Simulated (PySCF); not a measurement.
PySCF input (M06-2X/6-311+G**):

```python
from pyscf import gto, dft

mol = gto.M(
    atom='''
    O    -1.09642100   -1.45667000   -0.59870700
    Si   -0.30620000   -0.14025000    0.08393300
    O    -1.52667300    1.01693000    0.07793700
    O    -0.09420600   -0.70367200    1.67047700
    Si    1.66891900    0.70351600   -0.89171900
    H    -1.00730100   -2.22592400   -0.03001900
    H    -1.13114900    1.89377900    0.06862500
    H     0.78658800   -0.44258200    1.95850300
    H     2.54012500    0.03626500    0.19026800
    H     1.47207100    2.00004500   -0.07603200
    ''',
    basis='6-311+g**',
    charge=-1,
    spin=0,
    verbose=4,
)

mf = dft.RKS(mol, xc='m062x').density_fit(auxbasis='def2-universal-jkfit')
mf.grids.level = 4
mf.conv_tol = 1e-9
mf.max_cycle = 100
mf.max_memory = 1500
mf.kernel()
if not mf.converged:
    mf = mf.newton()
    mf.kernel(mf.make_rdm1())
mf.dip_moment()
```

From the output:

```
  HOMO = -0.220308794927021  LUMO = -0.0268548513501518  gap/eV = 5.26415
cycle= 1 E= -807.591579697502  delta_E= 0.353  |g|= 1.04  |ddm|= 2.86
  HOMO = -0.0377741983029735  LUMO = 0.134317380213825  gap/eV = 4.68285
cycle= 2 E= -807.501763515257  delta_E= 0.0898  |g|=  1.3  |ddm|= 1.87
  HOMO = -0.0542085763059248  LUMO = 0.132745347160064  gap/eV = 5.08728
cycle= 3 E= -807.79350096129  delta_E= -0.292  |g|= 0.0636  |ddm|= 1.01
  HOMO = -0.0715085511119611  LUMO = 0.132615116396871  gap/eV = 5.55449
cycle= 4 E= -807.794542209723  delta_E= -0.00104  |g|= 0.0236  |ddm|= 0.207
  HOMO = -0.067159429529184  LUMO = 0.132031996547216  gap/eV = 5.42027
cycle= 5 E= -807.794705694034  delta_E= -0.000163  |g|= 0.00864  |ddm|= 0.0629
  HOMO = -0.0672995022795817  LUMO = 0.131836680183021  gap/eV = 5.41877
cycle= 6 E= -807.79472125983  delta_E= -1.56e-05  |g|= 0.00359  |ddm|= 0.0187
  HOMO = -0.0675713864617506  LUMO = 0.131772698666938  gap/eV = 5.42443
cycle= 7 E= -807.794724238353  delta_E= -2.98e-06  |g|= 0.00073  |ddm|= 0.00838
  HOMO = -0.0675342248132438  LUMO = 0.131715211750579  gap/eV = 5.42185
cycle= 8 E= -807.794724560572  delta_E= -3.22e-07  |g|= 0.000153  |ddm|= 0.00506
  HOMO = -0.0675182391712923  LUMO = 0.131711127645041  gap/eV = 5.42131
cycle= 9 E= -807.794724577122  delta_E= -1.65e-08  |g|= 6.59e-05  |ddm|= 0.00119
  HOMO = -0.0675246999537222  LUMO = 0.131707004407852  gap/eV = 5.42137
cycle= 10 E= -807.794724579424  delta_E= -2.3e-09  |g|= 1.35e-05  |ddm|= 0.000427
  HOMO = -0.0675247554599991  LUMO = 0.131706239217588  gap/eV = 5.42135
cycle= 11 E= -807.794724579537  delta_E= -1.13e-10  |g|= 7.78e-06  |ddm|= 0.000104
  HOMO = -0.067524558778274  LUMO = 0.131706197188407  gap/eV = 5.42135
Extra cycle  E= -807.794724579542  delta_E= -4.77e-12  |g|= 1.01e-05  |ddm|= 2.27e-05
converged SCF energy = -807.794724579542

WARN: System has nonzero charge -1; the dipole moment is origin-dependent.
Location of origin: [0. 0. 0.]

Dipole moment(X, Y, Z, Debye): -1.88077, -1.31108,  3.00961
```

The dipole moment of an ion depends on the origin.

The geometry given is a B3LYP-D3(BJ)/def2-TZVP minimum.
